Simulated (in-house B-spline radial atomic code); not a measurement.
A fraction x of an electron is removed from 5s in neutral technetium, starting from [Kr] 4d5 5s2 and keeping the highest spin. Method: scalar-relativistic (X2C) LDA PW92, spin-polarised, spherical fractional occupations, Fermi nucleus of rms radius 4.41117 fm. Calculated with an all-electron radial atomic-structure program (B-spline basis).

| x | E(x) - E(0) (eV) | 5s down level (eV) |
| --- | --- | --- |
| 0 | 0.0000 | -4.524 |
| 0.02 | 0.0916 | -4.632 |
| 0.18 | 0.9028 | -5.511 |
| 0.26 | 1.3614 | -5.955 |
| 0.44 | 2.5241 | -6.964 |
| 0.5 | 2.9521 | -7.303 |
| 0.58 | 3.5543 | -7.754 |
| 0.74 | 4.8672 | -8.656 |
| 0.82 | 5.5777 | -9.104 |
| 0.92 | 6.5155 | -9.648 |
| 1 | 7.3028 | - |

The exact functional would give a straight line between the two integer points. Deviations E(x) - E(0) - x[E(1) - E(0)], in eV: -0.054 at x = 0.02, -0.412 at x = 0.18, -0.537 at x = 0.26, -0.689 at x = 0.44, -0.699 at x = 0.5, -0.681 at x = 0.58, -0.537 at x = 0.74, -0.411 at x = 0.82, -0.203 at x = 0.92.

The curve lies below the straight line by up to 0.699 eV (at x = 0.5): convex, the delocalisation error that favours fractional charges.

Problem. How well does Slater's transition state (minus the level at half occupation) give the ionisation energy?

Solution. It gives 7.303 eV against 7.303 eV from the two total energies; NIST lists 7.12 eV, ground level to ground level.
